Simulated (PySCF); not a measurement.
GeOF, SMILES [F][Ge]=[O], multiplicity 2. Geometry optimised at PBE-D3(BJ)/def2-TZVP.

Computed equilibrium geometry at PBE-D3(BJ)/def2-TZVP (PySCF confirms it by a frequency run) as a Z-matrix, and its point group:
point group Cs.
```
Ge
O 1 1.6822
F 1 1.7726 2 120.15
```
Charge 0, spin multiplicity 2.
